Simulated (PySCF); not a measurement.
Several orderings of computed values.

Species are written as SMILES; each is one conformer at its optimised geometry, gas phase, non-relativistic unless stated; the electronic structure was computed with PySCF and density fitting.

Dipoles, sizes and rotational constants follow the conformer. The torsions of the flexible species, by atom-mapped SMILES:
- `[CH3:1][CH2:2][C@@H:3]([CH3:4])[C@@:5]([CH3:6])([Cl:7])[CH2:8][CH3:9]`: C1–C2–C3–C4 80°, C2–C3–C5–C6 -56°, C3–C5–C8–C9 -173°
- `[O:1]=[CH:2][c:3]1[n:4][n:5][cH:6][n:7]1[CH:8]1[CH2:9][CH2:10]1`: O1–C2–C3–N4 -178°, C6–N7–C8–C9 -77°
- `[CH3:1][N:2]=[C:3]([O:4][C:5]([F:6])([F:7])[F:8])[O:9][C:10]([F:11])([F:12])[F:13]`: N2–C3–O4–C5 0°, C3–O4–C5–F6 180°, N2–C3–O9–C10 180°, C3–O9–C10–F11 180°
- `[CH3:1][c:2]1[cH:3][cH:4][c:5]([CH:6]=[O:7])[cH:8][c:9]1[C:10](=[O:11])[Cl:12]`: C4–C5–C6–O7 -178°, C8–C9–C10–O11 -161°
- `[CH3:1][CH2:2][c:3]1[p:4][p:5][c:6]([CH3:7])[p-:8]1`: C1–C2–C3–P4 -97°
- `[CH3:1][CH:2]([CH3:3])[CH2:4][S:5][Si@@H:6]([F:7])[PH3+:8]`: C1–C2–C4–S5 64°, C2–C4–S5–Si6 -177°, C4–S5–Si6–F7 60°
- `[CH3:1][C:2](=[O:3])[CH2:4][C:5](=[O:6])[SiH2:7][CH2:8][Cl:9]`: C1–C2–C4–C5 144°, C2–C4–C5–O6 -139°, C4–C5–Si7–C8 157°, C5–Si7–C8–Cl9 -178°
- `[CH3:1][CH:2]([CH3:3])[O:4][Si@@H:5]1[SiH2:6][SiH2:7][Si@@H:8]1[F:9]`: C1–C2–O4–Si5 -142°, C2–O4–Si5–Si6 40°
- `[CH3:1][S:2][c:3]1[cH:4][n:5][n:6][n:7]1[SiH3:8]`: C1–S2–C3–C4 0°
- `[CH3:1][CH2:2][CH2:3][S:4][C@@H:5]([CH3:6])[CH:7]([CH3:8])[CH3:9]`: C1–C2–C3–S4 65°, C2–C3–S4–C5 81°, C3–S4–C5–C6 92°, S4–C5–C7–C8 -58°

Question: Rank by HOMO–LUMO gap, highest first (PBE0/pcSseg-1 at GFN2-xTB geometries).
A. `C(=O)c1nncn1C1CC1`
B. `CC[C@@H](C)[C@@](C)(Cl)CC`
C. `Cc1ccc(C=O)cc1C(=O)Cl`
D. `CN=C(OC(F)(F)F)OC(F)(F)F`

Answer: B (9.13 eV), D (8.39 eV), A (5.56 eV), C (5.41 eV).

Question: Rank by smallest rotational constant, lowest first (GFN2-xTB).
A. `CC(C)CS[Si@@H](F)[PH3+]`
B. `CC[C@@H](C)[C@](C)(CC)Cl`
C. `O=Cc1nncn1C1CC1`
D. `CCC1=PP=C(C)[P-]1`

Answer: A (0.470 GHz), D (0.700 GHz), B (0.769 GHz), C (0.862 GHz).

Q: Give the two extremes of that set in cm⁻¹.

A: `CC(C)CS[Si@@H](F)[PH3+]`: 0.0157 cm⁻¹; `O=Cc1nncn1C1CC1`: 0.0287 cm⁻¹.

Question: Rank by HOMO energy, highest first (PBE0/pcSseg-1 at GFN2-xTB geometries).
A. `CSc1cnnn1[SiH3]`
B. `CC(C)O[Si@@H]1[SiH2][SiH2][Si@@H]1F`
C. `CC(C)CS[Si@@H](F)[PH3+]`
D. `CC(=O)CC(=O)[SiH2]CCl`
E. `CCCS[C@@H](C)C(C)C`

Answer: E (-6.19 eV), A (-6.55 eV), D (-6.94 eV), B (-7.11 eV), C (-11.58 eV).

Question: Rank by dipole moment, lowest first (PBE0/pcSseg-1 at GFN2-xTB geometries).
A. `CC[C@@H](C)[C@@](C)(Cl)CC`
B. `Cc1ccc(C=O)cc1C(=O)Cl`
C. `CCCS[C@@H](C)C(C)C`
D. `CSc1cnnn1[SiH3]`
E. `O=Cc1nncn1C1CC1`
F. `CC(=O)CC(=O)[SiH2]CCl`
G. `C(C)(C)O[Si@@H]1[SiH2][SiH2][Si@@H]1F`
H. `CN=C(OC(F)(F)F)OC(F)(F)F`

Answer: G (1.21 D), C (1.63 D), A (2.08 D), H (2.28 D), D (4.26 D), E (4.52 D), B (4.97 D), F (5.91 D).

Q: Give the two extremes of that set in atomic units.

A: `CC(C)O[Si@@H]1[SiH2][SiH2][Si@@H]1F`: 0.47 au; `CC(=O)CC(=O)[SiH2]CCl`: 2.32 au.
